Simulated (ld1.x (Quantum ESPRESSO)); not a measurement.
# strontium TM: all-electron and pseudo phase curves

strontium (Sr), norm-conserving Troullier–Martins (Kleinman–Bylander form), made with ld1.x (Quantum ESPRESSO) 7.5 (PBE, scalar-relativistic). Core [Kr], reference 4d0 5s1.5 5p0.5. Waves: 5s (bound): rc 3.05 bohr; 5p (bound): rc 3.80 bohr; 4d (bound, empty): rc 3.25 bohr. Local part: all-electron potential smoothed inside 2.50 bohr (lloc = -1). Core correction: none.

The phase is arctan(r·u′/u) with u = r·R(r), unwrapped; energies in Ry, scanned from -2 to 5 Ry. A pole is an energy at which the radial function vanishes at the test radius. The pseudo phase is shifted by a multiple of π to meet the all-electron one at the reference energy, and phase errors are pseudo minus all-electron; the curves can meet again beyond the range given. Levels narrower than the energy grid can be missing from the lists of poles.

```json
{"channel": "s", "radius (bohr)": "4.08", "reference energy (Ry)": "-0.28", "poles, all-electron": "0.49, 4.02", "poles, pseudo": "-1.19, 0.49, 3.18", "unbroken range about the reference energy with phases within 0.05 rad": "-1.2 to 1.4", "phase error 1 Ry above the reference energy (rad)": "-0.004"}
{"channel": "p", "radius (bohr)": "4.08", "reference energy (Ry)": "-0.12", "poles, all-electron": "-1.71, 1.10, 4.78", "poles, pseudo": "0.25, 1.37, 4.71", "unbroken range about the reference energy with phases within 0.05 rad": "-1.6 to 0.0", "phase error 1 Ry above the reference energy (rad)": "-3.069"}
{"channel": "d", "radius (bohr)": "4.08", "reference energy (Ry)": "-0.13", "poles, all-electron": "0.10, 2.37", "poles, pseudo": "0.10, 2.50", "unbroken range about the reference energy with phases within 0.05 rad": "below 0.8", "phase error 1 Ry above the reference energy (rad)": "+0.067"}
```

Note: ghost state, extra bound levels that the all-electron valence spectrum of the same l lacks: s at -16.3 eV. A true bound ghost makes a file unfit for plane-wave use.

Phases in the p channel:

| E (Ry) | all-electron | pseudo |
| --- | --- | --- |
| -2.00 | 1.367 | -1.761 |
| -1.76 | 1.185 | -1.776 |
| -1.52 | -1.770 | -1.795 |
| -1.28 | -1.805 | -1.820 |
| -1.04 | -1.842 | -1.854 |
| -0.80 | -1.893 | -1.905 |
| -0.56 | -1.980 | -1.990 |
| -0.32 | -2.156 | -2.163 |
| -0.08 | -2.661 | -2.663 |
| 0.16 | -3.816 | -4.058 |
| 0.40 | -4.367 | -7.096 |
| 0.64 | -4.558 | -7.582 |
| 0.88 | -4.653 | -7.722 |
| 1.12 | -4.716 | -7.798 |
| 1.36 | -4.766 | -7.852 |
| 1.60 | -4.814 | -7.896 |
| 1.84 | -4.869 | -7.940 |
| 2.08 | -4.947 | -7.991 |
| 2.32 | -5.090 | -8.065 |
| 2.56 | -5.478 | -8.205 |
| 2.80 | -6.685 | -8.633 |
| 3.04 | -7.389 | -10.038 |
| 3.28 | -7.597 | -10.627 |
| 3.52 | -7.690 | -10.793 |
| 3.76 | -7.744 | -10.870 |
| 4.00 | -7.781 | -10.916 |
| 4.24 | -7.808 | -10.949 |
| 4.48 | -7.830 | -10.974 |
| 4.72 | -7.850 | -10.996 |
| 4.96 | -7.868 | -11.017 |
